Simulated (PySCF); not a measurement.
Tautomers of CC(=O)[SiH3]. All species are isolated molecules in the gas phase. One relaxed conformer stands for each flexible species; it need not be the lowest. Strings in code marks are SMILES.

Quantity: electronic energy of isomers of C2H6OSi relative to `CC(=O)[SiH3]`, in kJ/mol.

Level 1: B3LYP/3-21G // B3LYP-D3(BJ)/def2-TZVP (PySCF)
Level 2: B3LYP/LANL2DZ // B3LYP-D3(BJ)/def2-TZVP (PySCF)
Level 3: PBE/6-31G* // B3LYP-D3(BJ)/def2-TZVP (PySCF)
Level 4: HF/STO-3G // B3LYP-D3(BJ)/def2-TZVP (PySCF)

```csv
species,level 2,level 3,level 4
`C=C(O)[SiH3]` (Si–C–O–H torsion 0°),45.3,63.4,81.3
```

**Question.** What does level 1 give for each?

**Answer.** 
- `C=C(O)[SiH3]` (Si–C–O–H torsion 0°): 58.5
